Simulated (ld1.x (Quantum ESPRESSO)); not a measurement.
# Which change was made? (Eu, TM)

```
Element                 : Eu
Generator               : ld1.x (Quantum ESPRESSO) 7.5
Type                    : norm-conserving Troullier–Martins (Kleinman–Bylander form)
Functional              : PBE
Relativity              : scalar-relativistic
Frozen core             : [Kr] 4d10
Valence charge          : 17
Reference configuration : 4f6 5s2 5p6 5d1 6s2 6p0
Partial waves           : 5s (bound): rc 1.40 bohr; 5p (bound): rc 1.90 bohr; 5d (bound): rc 2.60 bohr; 4f (bound): rc 1.45 bohr
Local potential         : all-electron potential smoothed inside 1.95 bohr (lloc = -1)
Core correction         : none
```

Occupied shells without a wave of their own: 6s. They enter only through the test configuration that unscreens the potential.

Cutoffs, loose and tight: the cutoffs (Ry, on a coarse ladder) from which the occupation-weighted sum of valence levels, in a spherical-Bessel basis at the reference potential, stays within 10 and 1 mRy of its value at 400 Ry. They do not see the model core or the augmentation charge, which bear on the density cutoff. Test errors are all-electron minus pseudo excitation energies from the reference, over the configurations 4f7 5s2 5p6 5d0 6s2 6p0; 4f7 5s2 5p6 5d0 6s1 6p0; 4f7 5s2 5p6 5d0 6s0 6p0; 4f6 5s2 5p6 5d0 6s2 6p0; 4f7 5s2 5p5 5d0 6s2 6p0; 4f7 5s2 5p6 5d0.5 6s1.5 6p0; 4f6 5s2 5p6 5d1 6s1 6p0; variants that change the core or the reference have their own tests.

The base gives: outcome: generated; cutoff, loose: 180 Ry; cutoff, tight: 300 Ry; bound ghosts: none; largest test error (meV): -113.

Question: After one change the result is: outcome: generated; cutoff, loose: 180 Ry; cutoff, tight: 300 Ry; bound ghosts: none; largest test error (meV): -212. Which change was it?
A. core [Kr] 4d10 4f7, valence charge 10; reference 5s2 5p6 5d0 6s1.5 6p0.5; waves now 5s (bound): rc 2.25 bohr; 5p (bound): rc 2.60 bohr; 5d (bound): rc 2.10 bohr; local potential all-electron potential smoothed inside 1.90 bohr (lloc = -2)
B. wave 4f (bound): rc 1.45 bohr becomes 4f (bound): rc 1.40 bohr
C. local potential the s channel
D. wave 5s (bound): rc 1.40 bohr becomes 5s (bound): rc 0.92 bohr

Answer: C. The others give: wave 4f (bound): rc 1.45 bohr becomes 4f (bound): rc 1.40 bohr → outcome: generated; cutoff, loose: 200 Ry; cutoff, tight: 300 Ry; bound ghosts: none; largest test error (meV): -168 | wave 5s (bound): rc 1.40 bohr becomes 5s (bound): rc 0.92 bohr → outcome: generated; cutoff, loose: 300 Ry; cutoff, tight: over 300 Ry; bound ghosts: s; largest test error (meV): -208 | core [Kr] 4d10 4f7, valence charge 10; reference 5s2 5p6 5d0 6s1.5 6p0.5; waves now 5s (bound): rc 2.25 bohr; 5p (bound): rc 2.60 bohr; 5d (bound): rc 2.10 bohr; local potential all-electron potential smoothed inside 1.90 bohr (lloc = -2) → outcome: generated; cutoff, loose: 18 Ry; cutoff, tight: 35 Ry; bound ghosts: none; largest test error (meV): -706.
